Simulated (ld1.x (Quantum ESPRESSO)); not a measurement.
**Ranking RRKJ potentials for hafnium (Hf)**

All share these settings but for the change named:

| Quantity | Value |
| --- | --- |
| Element | Hf (Z = 72) |
| Generator | ld1.x (Quantum ESPRESSO) 7.5 |
| Type | norm-conserving RRKJ (Kleinman–Bylander form) |
| Functional | PBE |
| Relativity | scalar-relativistic |
| Frozen core | [Xe] 4f14 |
| Valence charge | 4 |
| Reference configuration | 5d2 6s2 6p0 |
| Partial waves | 6p (bound, empty): rc 4.20 bohr; 5d (bound): rc 2.25 bohr; 6s (bound): rc 3.10 bohr |
| Local potential | the s channel |
| Core correction | none |
| rho0 | 0.02 |

Cutoff: the first of the cutoffs (Ry, on a coarse ladder) from which the occupation-weighted sum of valence levels, in a spherical-Bessel basis at the reference potential, stays within 10 and 1 mRy of its value at 400 Ry; the density cutoff is not measured.

The base gives 21 Ry.

Of 10 variants that were run, those that failed, showed a ghost or another fault, or gave nearly equal values are left out.

A variant can come out equal or close to the base.

Problem. Rank these variants from softest to hardest (loose cutoff).
A. all radii scaled by about 1.39 (s 4.32, p 5.86, d 3.14 bohr)
B. all radii scaled by about 1.12 (s 3.46, p 4.68, d 2.52 bohr)
C. wave 5d (bound): rc 2.25 bohr becomes 5d (bound): rc 3.34 bohr
D. wave 6s (bound): rc 3.10 bohr becomes 6s (bound): rc 2.72 bohr

Solution. C (12 Ry), A (15 Ry), B (18 Ry), D (21 Ry).
